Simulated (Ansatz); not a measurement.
Ansatz results at the PBE0-D4/def2-TZVP geometry: HOMO energy (PBE/def2-TZVPP) -6.76 eV; LUMO energy (PBE/def2-TZVPP) -1.29 eV; size of the dipole moment (ωB97M-V/def2-TZVPP) 0.78 D.

Each molecule was computed in one conformer, which needn't be the lowest.

**Question.** Which molecule gave them?
A. `C[SiH](O)N[SiH2]O`
B. `[SiH3]S[SiH](Cl)Cl`
C. `O[Si@@H](Cl)O[Si@H](F)Cl`
D. `O[SiH2]N[SiH3]`

**Answer.** B. The others give `O[Si@@H](Cl)O[Si@H](F)Cl`: -7.86, -0.34, 0.60; `O[SiH2]N[SiH3]`: -6.42, -0.70, 1.22; `C[SiH](O)N[SiH2]O`: -6.38, -0.43, 1.49.
